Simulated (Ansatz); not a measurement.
Molecule: sum formula H₄SiNO₃, charge -1, multiplicity 1. It need not be the lowest isomer of its formula. Whether it binds its extra electron was not tested at this geometry. 
Coordinates optimised at B3LYP-D3(BJ)/def2-TZVP (Ansatz, a first-principles code):
SMILES: N[Si]([O-])(O)O
```xyz
9

Si     0.1365    -0.0262    -0.0922
O      1.4342    -0.5261    -0.7841
O      0.3860     0.5200     1.5011
O     -0.6471     1.2312    -0.9117
N     -1.2346    -1.1293     0.2013
H      1.3396     0.5627     1.6174
H     -1.5123     1.3704    -0.5157
H     -1.4483    -1.6866    -0.6181
H     -1.0334    -1.7752     0.9558
```
Charge -1, spin multiplicity 1.

Basis-set convergence of Hartree-Fock and MP2 correlation energies (hartree) with Ansatz. Cores are frozen in the correlated levels unless marked. Spin-orbit coupling is left out. Non-relativistic.

| basis | functions | E(HF) | E(corr, MP2) |
|---|---|---|---|
| aug-cc-pV(D+d)Z | 160 | -570.54562 | -0.90911 |
| aug-cc-pV(T+d)Z | 331 | (withheld) | (withheld) |

Question: What belongs in the gaps?

Answer: 
- aug-cc-pV(T+d)Z, E(HF): -570.64153
- aug-cc-pV(T+d)Z, E(corr, MP2): -1.10294
